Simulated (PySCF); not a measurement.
C2H5F2NSi, SMILES C/C=N/[SiH](F)F.

The structure is a stationary point at r2SCAN-D4/def2-SVP. The structure was generated by enumeration; whether it is a known compound was not checked. Other conformers were not sampled.

Vertical ionisation energy (IE) and electron affinity (EA) in eV. Rows of orbital energies are one-electron estimates. Where ΔSCF, EOM or ADC give a negative EA the extra electron is unbound and the value depends on the basis.

```csv
level,IE,EA
"−ε(HOMO), −ε(LUMO), CAM-B3LYP/def2-TZVP (PySCF)",9.12,0.03
"−ε(HOMO), −ε(LUMO), PBE/def2-TZVP (PySCF)",6.23,2.32
```
